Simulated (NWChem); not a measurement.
# dimethyl carbonate (C3H6O3); SMILES COC(=O)OC

```xyz
12

C     -2.3159    -0.0017    -0.0191
O     -1.0778    -0.0009    -0.7041
C      0.0000     0.0000     0.0722
O      0.0000     0.0000     1.2745
O      1.0778     0.0009    -0.7041
C      2.3159     0.0017    -0.0191
H     -2.4178     0.8923     0.6142
H     -3.0927    -0.0054    -0.7926
H     -2.4141    -0.8927     0.6188
H      3.0927     0.0054    -0.7926
H      2.4178    -0.8923     0.6142
H      2.4141     0.8927     0.6188
```
Atoms are numbered in this order, from 1.

Results from NWChem. Pople sets run with spherical d functions. All runs use the structure optimised with PBE0/def2-SVP. GIAO values for the isolated, static molecule; σ is the absolute isotropic shielding, δ = σ(reference) − σ with the isolated reference molecule computed at the same levels (13C: tetramethylsilane, 1H: tetramethylsilane, 17O: water).

For level PBE0/pcSseg-1:

```
Property    Value
----------  -----
δ C1 (ppm)   54.2
δ O2 (ppm)  141.0
δ C3 (ppm)  162.0
δ O4 (ppm)  309.8
```

Question: How do the values read with level B3LYP/6-31G* instead?

Answer: 
| Quantity | Value |
|---|---|
| δ C1 (ppm) | 50.9 |
| δ O2 (ppm) | 112.6 |
| δ C3 (ppm) | 143.6 |
| δ O4 (ppm) | 263.4 |
